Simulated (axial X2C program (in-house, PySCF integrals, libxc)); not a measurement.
Values are calculated unless marked as measured or tabulated.
**HfO⁺: input and output**

Program: an axial X2C code built on PySCF integrals.

Input:
```json
{
 "zs": [
  72,
  8
 ],
 "q": 1,
 "bas": [
  "dyall-cv3z",
  "dyall-av3z"
 ],
 "levels": [
  "PBE0",
  "HF",
  "PW91"
 ],
 "cc": true,
 "r0": 1.85,
 "thr": -1.0,
 "nmax": 90,
 "npts": 10,
 "nst": 2,
 "ntry": 6
}
```
```bash
python so2c.py task.json out
```

Keys: zs atomic numbers; q charge; bas basis sets; levels methods; cc coupled cluster on or off; r0 starting distance in Å; thr threshold in hartree for freezing inner shells (an s shell follows its p shell); nmax most natural virtual spinors; npts points on the curve; nst determinants followed; ntry starts of the search. HF also brings MP2.

Output of the HF step, with spin–orbit coupling, at R = 1.685 Å for the state Ω = 1/2. It starts from PBE0 orbitals of this distance.

```
two-component X2C + atomic mean field  HF
basis functions 239  fitting functions 1197  grid points 5076
iter        total energy     max residual
   1     -15146.133906747     8.65e-01
   2     -15146.183591990     2.94e-02
   3     -15146.182938799     3.59e-02
   4     -15146.189343349     1.42e-03
   5     -15146.189444882     1.64e-03
   6     -15146.189494722     8.41e-04
   7     -15146.189529280     3.64e-04
   8     -15146.189555310     2.81e-04
   9     -15146.189566243     2.34e-04
  10     -15146.189570046     1.63e-04
  11     -15146.189573262     8.77e-05
  12     -15146.189574377     2.39e-05
  13     -15146.189574472     1.55e-05
  14     -15146.189574522     7.50e-06
  15     -15146.189574532     2.71e-06
  16     -15146.189574534     9.76e-07
converged
one-electron -21124.17180386  Coulomb 6125.74879815  exact exchange -315.94536574  xc functional 0.00000000  nuclear repulsion 180.89381216  atomic mean-field constant -12.71501524
correlated 9  virtual 317  natural virtual 90  E(MP2) -0.339078154  MP2 remainder -0.007182022
iter   CCSD correlation   residual
   1     -0.288100898   2.36e-01
   2     -0.306523352   1.52e-01
   3     -0.309519443   2.46e-02
   4     -0.310003360   1.08e-02
   5     -0.310117805   3.24e-03
   6     -0.310142024   1.45e-03
   7     -0.310121282   6.83e-04
   8     -0.310132604   2.48e-04
   9     -0.310138611   9.43e-05
  10     -0.310135608   4.45e-05
  11     -0.310136620   2.05e-05
  12     -0.310136557   6.49e-06
  13     -0.310136422   2.24e-06
  14     -0.310136423   1.06e-06
(T) -0.019665896  T1 0.0390  D1 0.0565  max T2 0.042
```
Energies are in hartree; totals compare only within one Hamiltonian and basis. T1 in the output is the amplitude norm over the root of the electron number; divide by √2 for the Lee–Taylor value. The determinant is spin-polarised beyond a pure state at some levels (its spin-free form has ⟨S²⟩ too high), which makes Re and μ there less reliable.
